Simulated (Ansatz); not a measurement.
`[F][Al]([SH])[O][SiH3]` + H₂ → `[F][AlH][O][SiH3]` + H₂S  (hydrogenolysis of the Al–S bond)

Program: Ansatz. Geometries: PBE0-D4/def2-TZVP. ΔE: electronic, gas phase. CBS: MP2 limit from def2 TZ/QZ plus the TZ coupled-cluster correction, frozen cores. This one scheme is used for every species. Functionals use def2-TZVPP. B3LYP here is the variant with VWN-RPA as its local correlation; programs differ in this. Each species was taken in one conformer, which may not be the lowest.

`[F][Al]([SH])[O][SiH3]`:

Cartesian coordinates in Å:
```
F -0.066 -0.948 2.758
Al -0.723 -0.323 1.391
S -2.834 0.135 1.421
O 0.219 -0.058 0.043
Si 1.302 0.114 -1.160
H -2.801 0.573 0.150
H 2.206 1.256 -0.865
H 2.109 -1.126 -1.302
H 0.588 0.377 -2.437
```

H₂:

Cartesian coordinates in Å:
```
H 0.314 -0.115 0.166
H -0.314 0.115 -0.166
```

`[F][AlH][O][SiH3]`:

Z-matrix (Å, degrees):
```
Si
O 1 1.628
H 1 1.486 2 109.6
H 1 1.486 2 110.6 3 -120.2
H 1 1.486 2 109.6 3 119.7
Al 2 1.670 1 168.5 3 102.9
F 6 1.644 2 119.0 1 -1.2
H 6 1.562 2 121.8 1 178.9
```

H₂S:

```xyz
3

S     0.305   -0.457    0.286
H    -0.940   -0.330   -0.196
H     0.636    0.787   -0.090
```

Problem. Is it downhill or uphill in electronic energy at CCSD(T)/CBS, and by how much? (Estimate.)

Solution. The calculation gave: Uphill: ΔE = +89.9 kJ/mol.

Problem. What do these levels give: ωB97X-V, ωB97M-V, PBE-QIDH, PBE0, B3LYP, LC-ωPBE? (Estimate.)

Solution. Computed: ωB97X-V 84.2, ωB97M-V 85.7, PBE-QIDH 89.5, PBE0 85.0, B3LYP 78.4, LC-ωPBE 82.7 kJ/mol.

Largest T1 diagnostic among the species: 0.012.

At CCSD(T), def2-SVP lies −12.8 kJ/mol from the extrapolated value and def2-TZVPP −3.6 kJ/mol. The D4 term adds +8.1 kJ/mol with B3LYP and +4.5 kJ/mol with PBE0; it sums over pairs of atoms, weighted by their polarisabilities, and B3LYP, whose exchange is more repulsive, gets the larger term.
